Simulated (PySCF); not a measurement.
**Diatomic cations of Pb with the alkali metals**

PBE0 with double-zeta basis sets in PySCF, for the lowest determinant that a PBE0 search found; no spin–orbit coupling. De refers to high-spin ground-configuration atoms (the charge goes to the atom of lower measured ionisation energy or higher electron affinity, which is not always the lowest computed limit). A positive dipole points towards Pb; it is taken about the centre of mass and depends on that origin.

| M | basis | charged atom | state (unpaired electrons) | Re (Å) | ωe (cm⁻¹) | De (eV) | μ (D) |
| --- | --- | --- | --- | --- | --- | --- | --- |
| Li | cc-pVDZ/cc-pVDZ-PP | Li+ | triplet (σ ↑, π ↑) | 3.088 | 213 | n/a | -9.66 |
| Na | cc-pVDZ/cc-pVDZ-PP | Na+ | triplet (σ ↑, π ↑) | 3.444 | 105 | n/a | -10.52 |
| K | def2-SVP | K+ | triplet (σ ↑, π ↑) | 3.965 | 62.4 | n/a | -13.02 |
| Rb | def2-SVP | Rb+ | triplet (σ ↑, π ↑) | 4.102 | 42.6 | n/a | -11.32 |
| Cs | def2-SVP | Cs+ | triplet (σ ↑, π ↑) | 4.311 | 35.3 | n/a | -10.08 |

The shortest bond is that of LiPb⁺ (3.088 Å), the longest that of CsPb⁺ (4.311 Å).

The rows differ in basis set, which adds steps of its own.

Down a group the atoms grow and get heavier, so bonds lengthen and wavenumbers fall; this series shows no clear exception.

Spin–orbit coupling is left out, which matters for elements this heavy, above all for dissociation energies. States were picked by a PBE0 search and need not be the measured ground states.
